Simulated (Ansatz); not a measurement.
CH8O2Si2 can be A, `O[SiH2]C[SiH2]O`, or B, `OC[SiH](O)[SiH3]`.

Program: Ansatz. Geometries: PBE0-D4/def2-TZVP. ΔE: electronic, gas phase. CCSD(T)/CBS is the MP2 limit (def2-TZVPP, def2-QZVPP) plus CCSD(T) − MP2 in def2-TZVPP, frozen cores. DFT in def2-TZVPP. B3LYP here is the variant with VWN-RPA as its local correlation; programs differ in this. One conformer a species, not always the lowest.

A:

```xyz
13

O     1.420   -0.514   -1.611
Si   -0.108   -1.033   -1.302
C    -0.502   -0.846    0.522
Si   -0.358    0.900    1.125
O     1.038    1.497    0.440
H     1.652    0.289   -1.130
H    -1.128   -0.262   -2.071
H    -0.171   -2.454   -1.724
H     0.173   -1.490    1.097
H    -1.525   -1.193    0.705
H    -1.525    1.713    0.683
H    -0.264    0.999    2.608
H     1.296    2.394    0.657
```

B:

Z-matrix (Å, degrees):
```
C
Si 1 1.887
O 1 1.421 2 110.3
H 1 1.094 2 110.3 3 -118.3
H 1 1.101 2 111.2 3 123.9
Si 2 2.350 1 111.9 3 -170.1
O 2 1.664 1 106.8 3 -47.2
H 2 1.485 1 109.4 3 66.1
H 3 0.962 1 108.0 2 43.9
H 6 1.488 2 111.5 1 -173.9
H 6 1.491 2 109.8 1 66.3
H 6 1.489 2 110.4 1 -52.9
H 7 0.958 2 117.7 1 -89.4
```

(1) Which isomer does CCSD(T)/CBS put lower? Give the gap. (Estimate.)

(2) Give E(B) − E(A) in kJ/mol with CCSD(T)/def2-TZVPP, r2SCAN-D4, PBE0-D4, CCSD/def2-TZVPP, ωB97M-V, B3LYP, HF/def2-TZVPP. (Best estimate.)

Largest T1 diagnostic: 0.012.

Results:

(1) Computed: A, by 234.3 kJ/mol.

(2) Computed: CCSD(T)/def2-TZVPP 231.7, r2SCAN-D4 225.4, PBE0-D4 214.1, CCSD/def2-TZVPP 233.5, ωB97M-V 234.7, B3LYP 218.9, HF/def2-TZVPP 240.1. None reverses the order clearly.

From PBE to PBE0 (25 % exact exchange), in def2-TZVPP and without D4, E(B) − E(A) moves by +13.7 kJ/mol. The D4 term adds +4.0 kJ/mol with B3LYP and +2.0 kJ/mol with PBE0; it sums over pairs of atoms, weighted by their polarisabilities, and B3LYP, whose exchange is more repulsive, gets the larger term.
